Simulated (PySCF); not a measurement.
# Exercise with solution: chemical shift, span and skew from a shielding tensor

C4H8OSi, SMILES [SiH3]/C=C1\CCO1. Atoms are numbered in the order given.

```xyz
14

Si     0.1815     2.2849     0.0000
C     -0.8450     0.7410     0.0000
C     -0.3026    -0.4810     0.0000
C      1.0832    -1.0974     0.0000
C      0.2961    -2.4216     0.0000
O     -0.9513    -1.6887     0.0000
H      1.6279     1.9067     0.0000
H     -0.0824     3.1311    -1.2033
H     -0.0824     3.1311     1.2033
H     -1.9404     0.7838     0.0000
H      1.6837    -0.8933    -0.8978
H      1.6837    -0.8933     0.8978
H      0.3939    -3.0456    -0.9020
H      0.3939    -3.0456     0.9020
```

The structure is a stationary point at ωB97X-D3(BJ)/def2-SVP. The structure was generated by enumeration; whether it is a known compound was not checked.

GIAO shieldings from KT2/pcSseg-1 in PySCF, non-relativistic, no solvent. The symmetric part of the tensor of C3 has the principal values -75.9, 45.7, 74.2 ppm. The same nucleus in TMS has σ = 185.1 ppm at this level (PySCF, at its B3LYP-D3(BJ)/def2-TZVP geometry).

Q: Work out the isotropic shielding, the ¹³C shift against TMS, the span and the skew.

A: 
σ(iso) = (σ11 + σ22 + σ33)/3 = 14.7 ppm. δ = σ(ref) − σ(iso) = 185.1 − (14.7) = 170.4 ppm.
Span Ω = σ33 − σ11 = 150.1 ppm. Skew κ = 3(σ(iso) − σ22)/Ω = -0.62. Tumbling in solution averages the tensor to δ; in a static solid the shielding alone would spread this spin-1/2 line over Ω.
